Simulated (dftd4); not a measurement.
H11Si6 (SMILES [SiH]1[SiH2][SiH2][SiH2][SiH2][SiH2]1), doublet, geometry from GFN2-xTB; D4 for hf (dftd4).

Here is a job for dftd4.
```
$ dftd4 mol.xyz --func hf --charge 0 --json dftd4.json --noedisp

# file mol.xyz
17

Si    -2.00928681     0.31082660     1.04009462
Si    -0.99917176     1.88841840    -0.30786964
Si     1.33189105     1.86714352    -0.19955031
Si     2.16544122    -0.29385339    -0.43750807
Si     0.52549777    -1.90244534    -0.79030876
Si    -1.22044177    -1.84448819     0.75266407
H     -1.87499552     0.71935075     2.45827646
H     -1.55553093     3.23387203    -0.11514543
H     -1.38026573     1.55425403    -1.69439246
H      1.70927656     2.39928772     1.12036694
H      1.97417437     2.80156719    -1.13565077
H      3.19097114    -0.33738215    -1.48875925
H      2.91262466    -0.65638541     0.77738508
H      1.09306438    -3.24634636    -0.95936981
H     -0.08846579    -1.63116720    -2.10228082
H     -0.77260544    -2.47247584     2.00725274
H     -2.32326312    -2.72299726     0.32701094
```

Output, abridged:

```
                    ____  _____ _____     ____  _  _
      -------------|  _ \|  ___|_   _|---|  _ \| || |------------
     |             | | | | |_    | | ___ | | | | || |_           |
     |             | |_| |  _|   | ||___|| |_| |__   _|          |
     |             |____/|_|     |_|     |____/   |_|            |
     |             ===================================           |
     |            E. Caldeweyher, S. Ehlert & S. Grimme          |
     |          Mulliken Center for Theoretical Chemistry        |
     |                    University of Bonn                     |
      -----------------------------------------------------------

Rational (Becke-Johnson) damping: hf-D4-ATM
---------------------
  s6         1.0000
  s8         1.6168
  s9         1.0000
  a1         0.4496
  a2         3.3574
 alp        16.0000
--------------------

Dispersion energy:      -6.9405674697989E-02 Eh

[Info] JSON dump of results written to 'dftd4.json'
```
